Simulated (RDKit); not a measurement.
A run for RDKit: UFF on CHN (SMILES C#N).

```python
from rdkit import Chem
from rdkit.Chem import AllChem, rdDetermineBonds

blocks = [
'''3

C    -0.02646930   -0.00041238    0.00000000
N     1.11956421    0.01676616   -0.00000000
H    -1.09309491   -0.01635378   -0.00000000
''',
]
mol = None
for b in blocks:
    f = Chem.MolFromXYZBlock(b)
    rdDetermineBonds.DetermineBonds(f, charge=0)
    mol = f if mol is None else Chem.CombineMols(mol, f)
Chem.SanitizeMol(mol)
print(Chem.MolToSmiles(Chem.RemoveHs(mol)))
ff = AllChem.UFFGetMoleculeForceField(mol, vdwThresh=100.0, ignoreInterfragInteractions=False)
e = ff.CalcEnergy()
print(f'UFF energy {e:.6f} kcal/mol')
```

Output:

```
C#N
UFF energy 0.152189 kcal/mol
```

The run finished.

Cost: very roughly 0.020 core-seconds.
